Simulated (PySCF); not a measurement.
Level of theory: PySCF with B3LYP-D3(BJ)/def2-TZVP. Isolated molecules, 0 K electronic values unless said otherwise. B3LYP has the VWN-RPA correlation part, as in Gaussian. 

Reference species (SMILES): `[H]/N=C1/CO1` (neutral, multiplicity 1).

The HOMO is -7.95 eV. The HOMO–LUMO gap is 8.10 eV.

Changed species: `NC#CO`.

Question: What does the change do to the HOMO and HOMO–LUMO gap?

Answer: the HOMO rises by 2.04 eV, to -5.91 eV; the HOMO–LUMO gap falls by 1.87 eV, to 6.23 eV.
